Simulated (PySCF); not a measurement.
TeCl₂, SMILES Cl[Te]Cl. Geometry: PBE0-D3(BJ)/def2-TZVP. The isomer is the one that the SMILES or the coordinates give; other isomers of the formula were not compared. The def2 effective core potentials stand for the cores of Te; spin–orbit coupling is left out.

The numbers are results of PBE0-D3(BJ)/def2-TZVP in PySCF, not measurements.

Harmonic wavenumbers (cm⁻¹): 129, 374, 391. Rotational constants (GHz): 4.902, 2.286, 1.559; symmetry number 2.

### Question
Work out the zero-point energy and the ideal-gas rigid-rotor harmonic-oscillator thermochemistry at 298.15 K and 1 atm.

### Answer
ZPE = ½ Σ hcν = ½ × 893 cm⁻¹ = 5.34 kJ/mol. H − E(el) = 18.76 kJ/mol. Entropy in J/(mol K): translation 174.73, rotation 108.51, vibration 21.02, total 304.26. G − E(el) = -71.95 kJ/mol. Cp = 53.93 J/(mol K). Modes under 150 cm⁻¹ make the vibrational entropy uncertain.
